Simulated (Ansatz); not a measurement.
```yaml
crystal:
  periodic: [false, false, false]
  atoms:
    - {symbol: Li, position_ang: [-5.255800, -1.259092, 3.626830]}
    - {symbol: Li, position_ang: [3.178488, -3.353025, -4.583405]}
    - {symbol: Al, position_ang: [1.536286, 2.256404, -3.540815]}
    - {symbol: Al, position_ang: [-2.882324, 3.350004, 0.707914]}
    - {symbol: Al, position_ang: [0.573464, 1.036246, 4.472591]}
    - {symbol: Al, position_ang: [4.578589, -0.032183, 0.587146]}
    - {symbol: Al, position_ang: [-1.728703, -1.998331, -1.270261]}
basis:
  gaussian: {orbitals: 6-31G, fitting: {mean_field: def2-universal-jkfit}}
total_charge: 1
hamiltonian: {xc: {name: B3LYP}, dispersion: d3bj, pseudopotentials: {relativity: none}}
scf: {omitted_lower_state_checks: [starts]}
output: {forces: true}
```

```sh
$ ansatz run in.yaml --threads 4 --pin off --events-out ev --progress --plain --max-ram 4787MiB
```

Output, abridged:

```
Functional definition: B3LYP
742 factors; integrals over basis functions are off by at most 5.0e-2 eV
mean field evaluation 1: about -33374.4790 eV, gradient 1.3e1 eV
mean field evaluation 2: about -33363.7870 eV, gradient 2.2e1 eV
mean field evaluation 4: about -33368.9422 eV, gradient 3.0e1 eV
mean field evaluation 8: about -33376.3930 eV, gradient 9.8e0 eV
mean field evaluation 16: about -33378.3454 eV, gradient 3.0e-3 eV
mean field -33378.34540869 eV, -1226.6315691143 hartree, gradient 6.2e-6 eV, S^2 0.000000; 0 other end points of the search recorded, 0 dependent functions left out
reference -33378.34582181 eV, -1226.6315842961 hartree; 35, 35 occupied and 48, 48 virtual orbitals, 742 factors
Total energy: -33378.58416265 eV, -1226.6403431603 hartree
Atom 0 at    -5.255800    -1.259092     3.626830 Å, force     0.223075     0.154984    -0.143932 eV/Å
Atom 1 at     3.178488    -3.353025    -4.583405 Å, force    -0.099875     0.236410     0.174340 eV/Å
Atom 2 at     1.536286     2.256404    -3.540815 Å, force    -0.011635    -0.306771     0.186790 eV/Å
Atom 3 at    -2.882324     3.350004     0.707914 Å, force     0.107388    -0.333339     0.076206 eV/Å
Atom 4 at     0.573464     1.036246     4.472591 Å, force    -0.048474    -0.049603    -0.319881 eV/Å
Atom 5 at     4.578589    -0.032183     0.587146 Å, force    -0.320865     0.026139    -0.057220 eV/Å
Atom 6 at    -1.728703    -1.998331    -1.270261 Å, force     0.150386     0.272181     0.083696 eV/Å
Dipole moment:    -0.429933    -1.121508    -0.151962 e Å
Checks for a lower state left out: starts
```

**Question.** What is wrong with this run?

**Answer.** The geometry is stretched to more than twice its size. The calculation finished and met its thresholds. The result belongs to that input, not to the species as meant. A triplet lies near this restricted singlet, and broken spin symmetry wasn't tried.
